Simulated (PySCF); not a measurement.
Shapes and spin states of H₃RuO

Method: PBE0/[Ru def2-TZVP with ECP28, O def2-TZVP, H def2-TZVP], scalar-relativistic core potentials, density fitting, no spin–orbit coupling, PySCF.

Relaxations began from a few typed shapes and spin states; open shells are unrestricted. The search is not exhaustive: other isomers or separated fragments can lie lower, and high-lying points may rest on an excited occupation.

(1) Order these stationary points by electronic energy, lowest first, in kJ/mol from the lowest minimum.
A. quartet Cs: Ru–H 1.552 Å, Ru–H 1.649 Å (×2), Ru–O 1.688 Å; H–Ru–H 68.9° (×2), H–Ru–H 137.7°, H–Ru–O 92.5° (×2), H–Ru–O 99.4°
B. doublet Cs: Ru–H 1.556 Å, Ru–H 1.594 Å (×2), Ru–O 1.635 Å; H–Ru–H 80.8° (×2), H–Ru–H 126.7°, H–Ru–O 107.0°, H–Ru–O 116.6° (×2)
C. quartet C2v: Ru–H 1.687 Å (×2), Ru–H 1.735 Å, Ru–O 1.714 Å; H–Ru–H 37.4° (×2), H–Ru–H 74.9°, H–Ru–O 142.6° (×2), H–Ru–O 180.0°
D. quartet Cs: H–H 0.817 Å, Ru–H 1.625 Å, Ru–H 1.856 Å, Ru–H 1.889 Å, Ru–O 1.701 Å; H–H–Ru 75.2°, H–H–Ru 79.6°, H–Ru–H 25.2°, H–Ru–H 63.2°, H–Ru–H 88.4°
E. quartet C3v: Ru–H 1.598 Å (×3), Ru–O 1.730 Å; H–Ru–H 88.0° (×3), H–Ru–O 126.7° (×3)
F. doublet C2v: Ru–H 1.584 Å (×2), Ru–H 1.713 Å, Ru–O 1.683 Å; H–Ru–H 54.0° (×2), H–Ru–H 107.9°, H–Ru–O 126.0° (×2), H–Ru–O 180.0°

(2) Which of them are minima?

## Answers

(1) B (0.0), D (98.2), C (116.9), A (149.1), F (158.9), E (166.0).

(2) By energy in kJ/mol, 0.0: minimum; 98.2: minimum; 116.9: saddle point, 2 imaginary modes; 149.1: minimum; 158.9: saddle point, 2 imaginary modes; 166.0: saddle point, 2 imaginary modes.

For the lowest minimum: open d and f shells are described by one determinant, and the ground state may have another occupation or spin.
